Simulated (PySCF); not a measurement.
One of the candidates below gave these computed data.

All candidates are C8H8O2.

| technique | computed result |
| --- | --- |
| 13C NMR | chemical shifts (computed TMS as zero) by class: 159.8 (1 C), 90.2 (1 C), 79.5 (1 C), 71.7 (1 C), 70.6 (1 C), 63.2 (1 C), 16.5 (1 C), 5.6 (1 C) ppm [GIAO PBE0/pcSseg-1] |
| NMR, other nuclei | isotropic shieldings of nuclei other than C and H, by class: -115 (1 O), 107 (1 O) ppm [GIAO PBE0/pcSseg-1] |
| Rotational structure | rotational constants A, B, C: 5.489, 0.393, 0.380 GHz [GFN2-xTB] |
| Dipole | 2.91 D [PBE0/pcSseg-1] |
| 1H NMR | chemical shifts (computed TMS as zero) by class: 4.42 (2 H), 2.23 (3 H), 1.30 (3 H) ppm [GIAO PBE0/pcSseg-1] |

Gas-phase values; electronic properties from PySCF, density fitting. Levels stand in brackets. Isolated species at its GFN2-xTB geometry (one conformer only). GFN2-xTB frequencies show an imaginary mode (34i cm⁻¹), so this geometry is no minimum at that level. NMR classes are plain means over equivalent atoms (diastereotopic ones count apart unless rotation or inversion swaps them), as if these changed places fast.

Problem. Which candidate is it?
A. `CC#CCC1=COC=CO1`
B. `C=C=C(CC#CC)C(=O)O`
C. `C#C/C=C/C(=O)C(=C)OC`
D. `CC#CC#CC(=O)OCC`
E. `c1ccc2c(c1)OCCO2`

Solution. D. It is `CC#CC#CC(=O)OCC`. Numbering: `[CH3:1][C:2]#[C:3][C:4]#[C:5][C:6](=[O:7])[O:8][CH2:9][CH3:10]`. Its formula, C8H8O2, gives 5 degrees of unsaturation: 0 rings and 5 π bonds in the structure found. 8 carbons fall into 8 classes; from least to most shielded: ester carbonyl carbon [C6] (159.8 ppm), alkyne carbon [C2] (90.2 ppm), alkyne carbon [C4] (79.5 ppm), alkyne carbon [C3] (71.7 ppm), alkyne carbon [C5] (70.6 ppm), sp3 carbon bound to oxygen [C9] (63.2 ppm), methyl carbon [C10] (16.5 ppm), propargylic carbon [C1] (5.6 ppm). Hydrogen classes from least to most shielded: 2 H on an sp3 carbon bound to oxygen, C9 (4.42 ppm, a mean of values up to 1.0 ppm apart in this geometry), 3 H on a propargylic carbon, C1 (2.23 ppm), 3 H on a methyl carbon, C10 (1.30 ppm, a mean of values up to 0.9 ppm apart in this geometry). The other shieldings belong to: -115 ppm, ester carbonyl oxygen [O7]; 107 ppm, ester single-bonded oxygen [O8]. The optimised geometry has point group C1 and is an asymmetric top.

The others, at the same levels:
- `C#C/C=C/C(=O)C(=C)OC` fails: its computed 13C shifts are 187.6 (1 C), 166.4 (1 C), 140.7 (1 C), 134.6 (1 C), 103.1 (1 C), 98.4 (1 C), 88.0 (1 C), 56.7 (1 C) ppm, 1H shifts are 7.73 (1 H), 7.20 (1 H), 6.02 (1 H), 4.55 (1 H), 3.86 (3 H), 3.54 (1 H) ppm and rotational constant A is 2.634 GHz (against 5.489 GHz).
- `c1ccc2c(c1)OCCO2` fails: it has 4 carbon classes against 8; its computed 13C shifts are 150.2 (2 C), 126.5 (2 C), 123.5 (2 C), 67.3 (2 C) ppm, 1H shifts are 7.24 (2 H), 7.15 (2 H), 4.16 (4 H) ppm and rotational constant A is 2.941 GHz (against 5.489 GHz).
- `CC#CCC1=COC=CO1` fails: its computed 13C shifts are 142.2 (1 C), 133.9 (1 C), 133.5 (1 C), 131.2 (1 C), 87.5 (1 C), 78.2 (1 C), 22.8 (1 C), 4.5 (1 C) ppm, 1H shifts are 5.86 (1 H), 5.54 (1 H), 5.53 (1 H), 2.75 (2 H), 1.98 (3 H) ppm and rotational constant A is 3.550 GHz (against 5.489 GHz).
- `C=C=C(CC#CC)C(=O)O` fails: its computed 13C shifts are 230.9 (1 C), 171.7 (1 C), 100.7 (1 C), 84.5 (1 C), 83.7 (1 C), 82.5 (1 C), 22.3 (1 C), 4.8 (1 C) ppm, 1H shifts are 6.16 (1 H), 5.39 (2 H), 3.26 (2 H), 1.94 (3 H) ppm and rotational constant A is 1.721 GHz (against 5.489 GHz).

Each candidate is one conformer, not necessarily the lowest. The conformers computed, where there is a choice (atom-mapped SMILES and torsion angles):
- `[CH3:1][C:2]#[C:3][C:4]#[C:5][C:6](=[O:7])[O:8][CH2:9][CH3:10]`: C5–C6–O8–C9 -179°, C6–O8–C9–C10 -83°
- `[CH:1]#[C:2]/[CH:3]=[CH:4]/[C:5](=[O:6])[C:7](=[CH2:8])[O:9][CH3:10]`: C3–C4–C5–O6 0°, C4–C5–C7–C8 180°, C5–C7–O9–C10 180°
- `[CH3:1][C:2]#[C:3][CH2:4][C:5]1=[CH:6][O:7][CH:8]=[CH:9][O:10]1`: C3–C4–C5–C6 1°
- `[CH2:1]=[C:2]=[C:3]([CH2:4][C:5]#[C:6][CH3:7])[C:8](=[O:9])[OH:10]`: C2–C3–C4–C5 88°, C2–C3–C8–O9 173°, H–O10–C8–C3 180°
